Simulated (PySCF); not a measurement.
Whose spectrum? (substituted PAH)

All values: TDDFT PBE0/def2-SVP, gas phase, PySCF SCF with an in-house response code, fitting set def2-universal-JFIT up to Ne and JKFIT beyond, grid level 1 (kernel 0), vertical, one conformer each, geometries GFN2-xTB; core orbitals frozen in the response, virtual orbitals above 1.5 Eh left out. The lowest 6 singlets were sought, and the brightest is taken among them. The runs took 0.6 to 1 CPU minutes each on shared server CPUs.

Some members have dark charge-transfer states, which this functional places too low.

One system has its HOMO at -5.81 eV, its LUMO at -2.54 eV and these singlet states:

```json
{"state": "S1", "eV": "2.90", "f": "0.364"}
{"state": "S2", "eV": "3.56", "f": "0.017"}
{"state": "S3", "eV": "4.02", "f": "0.003"}
{"state": "S4", "eV": "4.15", "f": "0.010"}
{"state": "S5", "eV": "4.23", "f": "0.005"}
{"state": "S6", "eV": "4.36", "f": "0.004"}
```

(1) Which is it?
A. c1cc2cccc3c4ncnc5nncc(c(c1)c23)c54 (C16H8N4)
B. O=c1cc2c(=O)ccc3c-2c(c1)c1cccc2cccc3c21 (C20H10O2)
C. N#Cc1cc2cccc3c4cccc5cccc(c(c1)c23)c54 (C21H11N)

(2) How do the candidates compare?

## Answers

(1) C.

(2) 
```csv
system,HOMO / eV,LUMO / eV,S1 / eV,f(S1),brightest state sought / eV
N#Cc1cc2cccc3c4cccc5cccc(c(c1)c23)c54,-5.81,-2.54,2.90,0.364,2.90
O=c1cc2c(=O)ccc3c-2c(c1)c1cccc2cccc3c21,-6.23,-3.82,1.94,0.000,2.07
c1cc2cccc3c4ncnc5nncc(c(c1)c23)c54,-6.36,-3.28,1.94,0.000,3.05
```
